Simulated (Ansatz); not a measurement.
Consider the redistribution: `C[Si](F)(S)Cl` + `[NH]=[V]([NH2])([Cl])[Cl]` → `C[Si](N)(S)Cl` + `[NH]=[V]([F])([Cl])[Cl]`.

Calculated with Ansatz (gas phase, PBE0-D4/def2-TZVP geometries, no zero-point term in ΔE). CBS: MP2 limit from def2 TZ/QZ plus the TZ coupled-cluster correction, frozen cores. Functionals use def2-TZVPP. For V outer-core shells are correlated without core-valence functions, which leaves a few kJ/mol of doubt a bond. Scalar relativity is left out up to krypton. Each species was taken in one conformer, which may not be the lowest.

`C[Si](F)(S)Cl`:

```xyz
9

C     0.357   -0.566   -0.987
Si   -0.281   -0.104    0.679
F    -1.861   -0.303    0.668
S     0.199    1.863    1.298
Cl    0.483   -1.323    2.127
H     0.069   -1.593   -1.225
H    -0.058    0.095   -1.751
H     1.445   -0.490   -1.014
H    -0.353    2.419    0.204
```

`[NH]=[V]([NH2])([Cl])[Cl]`:

Z-matrix (Å, degrees):
```
V
N 1 1.798
Cl 1 2.166 2 110.6
N 1 1.595 2 103.8 3 118.1
Cl 1 2.166 2 110.6 3 -123.8
H 2 1.007 1 127.5 3 -118.1
H 2 1.013 1 120.0 3 61.9
H 4 1.013 1 169.0 2 -179.9
```

`C[Si](N)(S)Cl`:

```xyz
11

C     0.038    1.131    0.991
Si   -0.352   -0.025   -0.403
N     0.029   -1.615    0.070
S     0.652    0.391   -2.234
Cl   -2.340    0.272   -0.911
H    -0.536    0.865    1.882
H    -0.218    2.154    0.714
H     1.102    1.089    1.236
H    -0.198   -1.933    0.999
H    -0.030   -2.364   -0.602
H     1.853    0.035   -1.743
```

`[NH]=[V]([F])([Cl])[Cl]`:

Cartesian coordinates in Å:
```
N 0.878 -0.703 0.403
V -0.349 0.185 -0.074
F -1.757 -0.325 0.775
Cl 0.131 2.224 0.372
Cl -0.565 -0.111 -2.184
H 1.662 -1.269 0.707
```

| level | ΔE (kcal/mol) |
| --- | --- |
| PBE | 6.1 |
| MP2/def2-TZVPP | 15.5 |
| HF/def2-QZVPP | 7.8 |
| HF/CBS(def2) | 7.8 |

What does CCSD(T)/CBS give? (Best estimate.)

Ansatz gave: +11.0 kcal/mol. The listed levels differ from it by -4.9, 4.5, -3.2, -3.2 kcal/mol.

Largest T1 diagnostic among the species: 0.031, so the coupled-cluster value is less sure than usual.

From PBE to PBE0 (25 % exact exchange), in def2-TZVPP and without D4, ΔE moves by +1.3 kcal/mol. In def2-TZVPP, CCSD(T) changes the Hartree–Fock value by +2.8 kcal/mol (the triples alone add +1.3 kcal/mol) and MP2 by +7.6 kcal/mol.
